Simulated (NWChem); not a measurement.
All runs are NWChem calculations. System: AgF, charge 0, spin multiplicity 1, at a geometry optimised with PBE0/def2-SVP with def2 effective core potentials on Ag. The structure started from a generated list of species. Level: CR-EOMCCSD(T)/def2-SVPD with def2 effective core potentials on Ag, 5 core orbitals frozen.

The NWChem input:

```
start mol
memory heap 100 mb stack 700 mb global 1900 mb
geometry units angstroms nocenter noautoz
  Ag     0.000000     0.000000    -0.317217
  F      0.000000     0.000000     1.656577
  symmetry group C2v
end
basis spherical
  * library def2-svpd
end
ecp
  Ag library def2-ecp
end
scf
  rhf
  nopen 0
  maxiter 100
  thresh 1e-7
  semidirect memsize 60000000 filesize 0
end
tce
  freeze core 5
  creomsd(t)
  nroots 1
  2eorb
  2emet 13
  thresh 1e-5
  maxiter 200
  tilesize 24
end
task tce energy
```

Part of the output:

```
             Northwest Computational Chemistry Package (NWChem) 7.3.0
             --------------------------------------------------------

                                NWChem Input Module
                                -------------------

 Scaling coordinates for geometry "geometry" by  1.889725989
 (inverse scale =  0.529177249)

 Turning off AUTOSYM since
 SYMMETRY directive was detected!

                             Geometry "geometry" -> ""
                             -------------------------

 Output coordinates in angstroms (scale by  1.889725989 to convert to a.u.)

  No.       Tag          Charge          X              Y              Z
 ---- ---------------- ---------- -------------- -------------- --------------
    1 Ag                  47.0000     0.00000000     0.00000000    -0.31721700
    2 F                    9.0000     0.00000000     0.00000000     1.65657700

 Effective nuclear repulsion energy (a.u.)     113.4069595545

            Nuclear Dipole moment (a.u.)
            ----------------------------
        X                 Y               Z
 ---------------- ---------------- ----------------
     0.0000000000     0.0000000000    -0.0000113384

      Symmetry information
      --------------------

 Group name             C2v
 Group number             16
 Group order               4
 No. of unique centers     2

      Symmetry unique atoms

     1    2


 Summary of "ao basis" -> "" (spherical)
 ------------------------------------------------------------------------------
       Tag                 Description            Shells   Functions and Types
 ---------------- ------------------------------  ------  ---------------------
 *                         def2-svpd                  on all atoms

 Summary of "ao basis" -> "ao basis" (spherical)
 ------------------------------------------------------------------------------
       Tag                 Description            Shells   Functions and Types
 ---------------- ------------------------------  ------  ---------------------
 Ag                        def2-svpd                12       34   5s4p2d1f
[...]
CR-EOMCCSD(T) triples loop cpu wall             1.3            1.3

 CR-EOMCCSD(T)  total energy / hartree       =      -245.728564779583223
 CR-EOMCCSD(T)  excitation energy (eV)       =      4.18354

 =========================================
 Excited-state calculation ( b2  symmetry)
 =========================================
 Dim. of EOMCC iter. space      500

 EOMCCSD SOLVER TYPE  1
  maxdiff =   0.44545322898799822

 No. of initial right vectors    1

 EOM-CCSD right-hand side iterations
 --------------------------------------------------------------
      Residuum       Omega / hartree  Omega / eV    Cpu    Wall
 --------------------------------------------------------------

 Iteration   1 using    1 trial vectors
   0.7856474256716   0.3527692907718    9.59934     0.4     0.4

 Iteration   2 using    2 trial vectors
   0.1677254814054   0.1806432208299    4.91555     0.4     0.4

 Iteration   3 using    3 trial vectors
   0.0874281260549   0.1652757684503    4.49738     0.4     0.4

 Iteration   4 using    4 trial vectors
   0.0631255595511   0.1569208002134    4.27003     0.3     0.3

 Iteration   5 using    5 trial vectors
   0.0289297709856   0.1528733935849    4.15990     0.3     0.3

 Iteration   6 using    6 trial vectors
   0.0167248689167   0.1518002970317    4.13070     0.3     0.3

 Iteration   7 using    7 trial vectors
   0.0127227554586   0.1513135631812    4.11745     0.4     0.4

 Iteration   8 using    8 trial vectors
   0.0093454872455   0.1512474449988    4.11565     0.4     0.4

 Iteration   9 using    9 trial vectors
   0.0048638455812   0.1511701073440    4.11355     0.4     0.4

 Iteration  10 using   10 trial vectors
   0.0030512669297   0.1511207230983    4.11221     0.4     0.4

 Iteration  11 using   11 trial vectors
   0.0017502277956   0.1511218544470    4.11224     0.4     0.4

 Iteration  12 using   12 trial vectors
   0.0008790191598   0.1510960497608    4.11153     0.4     0.4

 Iteration  13 using   13 trial vectors
   0.0003587087377   0.1511044572397    4.11176     0.4     0.4

 Iteration  14 using   14 trial vectors
   0.0001511081580   0.1511017280621    4.11169     0.4     0.4

 Iteration  15 using   15 trial vectors
   0.0000605442034   0.1511021701976    4.11170     0.4     0.4

 Iteration  16 using   16 trial vectors
   0.0000255976024   0.1511023915291    4.11171     0.3     0.3

 Iteration  17 using   17 trial vectors
   0.0000114623331   0.1511024173967    4.11171     0.3     0.3

 Iteration  18 using   18 trial vectors
   0.0000067791643   0.1511022677274    4.11170     0.3     0.3
 --------------------------------------------------------------
 Iterations converged
 ------------------

 Excited state root  1
 Excitation energy / hartree =        0.151102267727383
                   / eV      =        4.111703658738079
 largest EOMCCSD amplitudes: R1 and R2

 Singles contributions
    15a1  (alpha) ---     9b2  (alpha)       -0.2467697145
    15a1  (alpha) ---    13b2  (alpha)       -0.8307171998
    18a1  (alpha) ---    13b2  (alpha)       -0.1985601640
    19a1  (alpha) ---     9b2  (alpha)        0.1293088899
    19a1  (alpha) ---    13b2  (alpha)        0.2312086092
    25a1  (alpha) ---    13b2  (alpha)       -0.1200888402

 Doubles contributions
======= CR-EOMCCSD(T) calculation ======
corresponding R0 value =     0.000000

CR-EOMCCSD(T) Intermediates cpu wall time             0.8            0.8
 creom_N i2_1 nr of boxes                   168
 creom_N i2_2 nr of boxes                   168
 creom_N i2_3 nr of boxes                   168
 creom_N i2_4 nr of boxes                   168

CR-EOMCCSD(T) triples loop cpu wall             1.4            1.4

 CR-EOMCCSD(T)  total energy / hartree       =      -245.728564779583223
 CR-EOMCCSD(T)  excitation energy (eV)       =      4.18354

 Task  times  cpu:       40.6s     wall:       40.6s

 Total times  cpu:       40.6s     wall:       40.6s
```
